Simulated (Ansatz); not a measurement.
The Si1–Br3 bond of BrHSi (SMILES [SiH]Br) is stretched (multiplicity 1, the rest rigid).
Geometry at rest (charge 0, multiplicity 1):
```json
[
 {"atom": "Si", "x (Å)": "-0.8967", "y (Å)": "-0.7610", "z (Å)": "1.0622"},
 {"atom": "H", "x (Å)": "-1.8925", "y (Å)": "-1.2293", "z (Å)": "0.0078"},
 {"atom": "Br", "x (Å)": "0.4128", "y (Å)": "0.3395", "z (Å)": "-0.4251"}
]
```

Cores are frozen in the correlated methods. Filled d and f shells under p-block atoms count as core.

Run with Ansatz (a first-principles code). 

Energies above the point at 2.267 Å (the B3LYP-D3(BJ) bond length), FIC-MRCISD+Q on CASSCF(6,4)/def2-TZVPP (kcal/mol): 9.71 at 2.040 Å; 6.47 at 2.493 Å; 86.24 at 7.253 Å.

Take the last value as the depth D of a Morse curve D(1 − e^(−a(R − R₀)))², fit a and R₀ to the two near points, and test it at 3.060 and 3.967 Å.


With D = 86.2, both near points (counted from the curve's value at 2.267 Å) are met by a = 1.35 Å⁻¹ and R₀ = 2.255 Å, so k = 2Da² = 312 kcal/(mol Å²). The curve then gives 37.7 and 69.9 kcal/mol; the level itself gives 38.0 and 75.0, so Morse is off by -0.2 and -5.1.

Doubts at one or more of the structures used: active orbitals that take no part (FIC-MRCISD+Q on CASSCF(6,4)/def2-TZVPP).
